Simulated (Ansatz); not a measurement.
Zn₄Br₈⁻, relaxed as a doublet with UKS PBE-D4/def2-SVP in Ansatz, starting from the GFN1-xTB geometry. Force threshold 0.03 eV/Å.

The structure comes from a short search, and lower isomers may exist.

Start:

```xyz
12

Zn    2.078   -1.012    0.766
Zn    0.503    2.865   -0.941
Zn   -0.679   -1.242   -2.944
Zn   -2.344   -1.274    1.472
Br   -0.461    1.551   -2.698
Br    4.038   -1.741    1.754
Br   -0.041   -1.459    2.176
Br   -4.093   -0.936    2.936
Br   -2.573   -1.546   -0.899
Br    1.928    1.554    0.500
Br    1.485   -1.885   -1.469
Br    0.158    5.126   -0.652
```

Problem. Estimate the energy that the relaxation releases and the steps that it takes.

Solution. 1.02 eV, in 29 steps; 2.6 min on 2 threads of AMD EPYC 7R13 on a shared host and a share (18 GiB) of an NVIDIA H100 80GB HBM3. The force fell under the threshold at step 6, but the optimiser went on and released 0.687 eV more. No frequencies were taken in this run, so the end may be a saddle point.

Problem. Does the start keep its bonding and symmetry?

Solution. Bonds formed: Zn2–Br9, Zn4–Br10 (atoms count from 1).

Problem. Predict the relaxed structure.

Solution. 
```xyz
12

Zn    1.787   -1.439    0.688
Zn   -0.573    1.941   -0.982
Zn   -0.280   -0.980   -2.785
Zn   -1.307   -0.284    1.512
Br    0.593    1.475   -3.057
Br    3.753   -1.618    1.904
Br   -0.283   -2.510    1.622
Br   -2.745    0.550    3.106
Br   -2.140   -0.114   -0.906
Br    0.877    1.016    0.967
Br    1.792   -2.015   -1.684
Br   -1.473    3.978   -0.385
```
Bond lengths (bridged metal pairs left out): 15 × Br–Zn 2.30 to 2.78 Å.
